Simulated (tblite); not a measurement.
Compound: C4H5N2OS (doublet state).
Geometry (GFN2-xTB, Å), atoms numbered from 1 in this order:
```xyz
13
C4H5N2OS angstrom
C      1.6832    0.6886   -0.4079
O      1.2710   -0.5963   -0.7820
C      0.3416   -1.1767    0.1041
C     -0.9276   -0.3938    0.1820
C     -1.0357    1.0046    0.0697
N     -2.2095    1.5016    0.1598
S     -3.2604    0.2455    0.3992
N     -2.1162   -0.9268    0.3680
H      0.7915    1.3615   -0.3206
H      2.2022    0.6815    0.5586
H      2.3429    1.0505   -1.1926
H      0.7749   -1.2586    1.1162
H      0.1378   -2.1810   -0.2723
```

Computed values, GFN2-xTB/tblite, gas phase, harmonic and unscaled. This tight-binding method is rough: wavenumbers can miss measured ones by several per cent, in bad cases by 10 to 20. One conformer, not necessarily the lowest. Open shells enter through the occupations alone, without spin polarisation, and single modes of such species can be off by tens of per cent.

Harmonic wavenumbers (cm⁻¹): 56.5, 129.3, 178.2, 262.9, 313.2, 333.4, 457.2, 482.3, 578.6, 628.7, 678.7, 719.8, 816.1, 936.4, 954.5, 983.4, 1099.8, 1121.9, 1124.8, 1232.0, 1274.3, 1312.6, 1369.8, 1415.7, 1430.3, 1435.9, 1453.2, 1508.6, 2540.9, 2825.2, 2906.6, 2992.6, 3035.3.

A = 5090, B = 1128, C = 948.8 MHz; mass 129.012 u (most abundant isotopes); point group C1, symmetry number 1; spin multiplicity 2.

Zero-point energy?

½Σν̃ = 19294 cm⁻¹ = 55.17 kcal/mol.

What is S at 273.15 K and 1 bar for an ideal gas of classical rigid rotors and harmonic oscillators?

Translation 40.07, rotation 28.21, vibration 16.24, spin (R ln 2) 1.38: S = 85.9 cal/(mol K).

And Cp and H(273.15 K) − H(0)?

Cp = 26.99 cal/(mol K), of which vibrations give 19.04 (their classical limit is 33 R = 65.6); H(273.15 K) − H(0) = 4.65 kcal/mol without the zero-point energy, 2.48 from vibrations.

What must be added to the electronic energy to get the Gibbs energy at 273.15 K and 1 bar?

ZPE + [H(273.15 K) − H(0)] − T·S = 55.17 + 4.65 − 23.46 = 36.36 kcal/mol.

Blend soft modes into free rotors: weight 1/[1 + (100 cm⁻¹/ν̃)⁴] for the oscillator and the rest for a rotor with moment μB/(μ + B), μ = h/(8π²ν), B = 10⁻⁴⁴ kg m². What vibrational entropy results?

15.22 cal/(mol K) in place of 16.24, which changes −T·S at 273.15 K by +0.28 kcal/mol.

Hindered rotation and anharmonicity are outside this model. Other conformers, if any are populated, would add a mixing term that is left out. The structure is chiral; the term R ln 2 for an equal mix with its mirror image is left out.
